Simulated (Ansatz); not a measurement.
One change: `C=NC#CC` becomes `CC#CS[SiH3]`.

Ansatz, PBE0-D4/def2-TZVP geometries, multiplicity 1. 

```tsv
property	`C=NC#CC`
HOMO–LUMO gap (PBE0/def2-TZVPP) / eV	5.31
size of the dipole moment (B3LYP/def2-TZVPP) / D	1.60
HOMO–LUMO gap (B3LYP/def2-TZVPP) / eV	4.88
HOMO–LUMO gap (ωB97M-V/def2-TZVPP) / eV	9.66
LUMO energy (PBE/def2-TZVPP) / eV	-2.34
LUMO energy (ωB97M-V/def2-TZVPP) / eV	0.76
```

(1) What does the change do to each property? (An estimate is asked.)

Answers

(1) The calculation gave: 
| property | `CC#CS[SiH3]` | shift |
| --- | --- | --- |
| HOMO–LUMO gap (PBE0/def2-TZVPP) / eV | 6.47 | 1.16 |
| size of the dipole moment (B3LYP/def2-TZVPP) / D | 1.46 | -0.14 |
| HOMO–LUMO gap (B3LYP/def2-TZVPP) / eV | 6.04 | 1.16 |
| HOMO–LUMO gap (ωB97M-V/def2-TZVPP) / eV | 10.32 | 0.66 |
| LUMO energy (PBE/def2-TZVPP) / eV | -0.97 | 1.37 |
| LUMO energy (ωB97M-V/def2-TZVPP) / eV | 1.68 | 0.92 |

With PBE0 the HOMO rises by 0.12 eV and the LUMO rises by 1.29 eV, so the gap widens by about 1.17 eV. PBE moves the HOMO by 0.00 eV and ωB97M-V by 0.26 eV. Dipoles are sizes alone; their direction can turn.

B3LYP here is the variant with VWN-RPA as its local correlation; programs differ in this.
